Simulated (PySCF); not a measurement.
Delta-SCF ions had no search for a lower state. Excitations are Tamm–Dancoff values on a coarser integration grid. The basis has no diffuse functions, so Rydberg states are missing or too high.

**CH5BO2Si, SMILES `C=[SiH]B(O)O` (charge 0, multiplicity 1)**

All values below come from PBE0-D3(BJ)/def2-TZVP in PySCF 2.14.0.

```
Quantity                                                                      Result
-------------------------------------------  ---------------------------------------
HOMO                                                                        -6.25 eV
dipole moment                                                                 3.74 D
LUMO                                                                        -1.44 eV
HOMO–LUMO gap                                                                4.81 eV
S1 excitation (TDA)                                                          4.98 eV
S1 oscillator strength                                                         0.357
brightest of the four lowest singlets (TDA)                                  4.98 eV
T1 excitation (TDA)                                                          2.21 eV
S1–T1 gap (TDA)                                                              2.76 eV
vertical ionisation energy (Delta-SCF)                                       8.18 eV
total energy                                                            -505.6897 Ha
cost                                         about 2.3 core-minutes (a rough figure)
```

```xyz
10

C      2.1148     0.2936     0.5730
Si     0.8074     0.6475    -0.4687
B     -1.0057    -0.2026    -0.2545
O     -1.1768    -1.0681     0.7816
O     -1.9682     0.1329    -1.1590
H      3.0985     0.7382     0.4720
H      2.0044    -0.4075     1.3932
H      1.0022     1.6138    -1.5781
H     -2.0505    -1.4623     0.8628
H     -2.8262    -0.2854    -1.0379
```
Charge 0, spin multiplicity 1.
